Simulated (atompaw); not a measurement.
Ge: variants of one PAW (atompaw) potential

Base potential:

germanium, PAW, made with atompaw 4.2.0.5 (PBE, scalar-relativistic). Core [Ar] 3d10, reference 4s1.75 4p2.25. Waves: 4s (bound): rc 1.55 bohr; 4s channel at 1.65 Ry: rc 1.55 bohr; 4p (bound): rc 1.55 bohr; 4p channel at 3.8 Ry: rc 1.55 bohr; 4d channel at 0.4 Ry: rc 1.55 bohr. Local part: troulliermartins scheme with l = 3 at 0 Ry, radius 1.25 bohr. Core correction: smooth core density matched at 1.20 bohr. Augmentation charge: sinc compensation charge, radius 1.45 bohr; PAW radius 1.55 bohr; waves and projectors: custom rrkj gramschmidtortho.

All-electron outer shells of the reference configuration (PBE, scalar-relativistic, ld1.x):

| shell | level (eV) | outermost node (bohr) | outermost maximum (bohr) |
| --- | --- | --- | --- |
| 3p | -116.08 | 0.23 | 0.54 |
| 3d | -29.76 | – | 0.50 |
| 4s | -11.98 | 0.77 | 1.73 |
| 4p | -4.07 | 0.82 | 2.19 |

Cutoffs, loose and tight: the cutoffs (Ry, on a coarse ladder) from which the occupation-weighted sum of valence levels, in a spherical-Bessel basis at the reference potential, stays within 10 and 1 mRy of its value at 400 Ry. They see the waves, projectors and local potential, not the compensation charge or the core. A dash means not determined.

A true bound ghost makes a file unfit for plane-wave use even where its test errors are small: the radial tests pick states by their node count and pass the ghost by.

```tsv
change	outcome	cutoff, loose	cutoff, tight	bound ghosts
base	generated	25 Ry	55 Ry	s, p
local potential troulliermartins scheme with l = 3 at 0 Ry, radius 0.80 bohr	generated	35 Ry	35 Ry	s, p
local potential troulliermartins scheme with l = 3 at 0 Ry, radius 0.92 bohr	generated	18 Ry	30 Ry	s, p
local potential troulliermartins scheme with l = 3 at 0 Ry, radius 1.06 bohr	generated	12 Ry	30 Ry	s, p
local potential troulliermartins scheme with l = 3 at 0 Ry, radius 1.38 bohr	generated	15 Ry	25 Ry	s
local potential troulliermartins scheme with l = 3 at 0 Ry, radius 1.52 bohr	generated	15 Ry	25 Ry	none
```

Question: What comes out with this change to the base: local potential troulliermartins scheme with l = 3 at 0 Ry, radius 0.70 bohr?

Answer: outcome: generated; cutoff, loose: 15 Ry; cutoff, tight: 35 Ry; bound ghosts: s, p.

Question: What comes out with this change to the base: local potential troulliermartins scheme with l = 3 at 0 Ry, radius 1.22 bohr?

Answer: outcome: generated; cutoff, loose: 15 Ry; cutoff, tight: 30 Ry; bound ghosts: s, p.

Reading the sweep of the r_vloc (base included, trends over the rows without a ghost): Bound ghosts are found at 0.7, 0.8, 0.92, 1.06, 1.22, 1.25, 1.38 bohr.
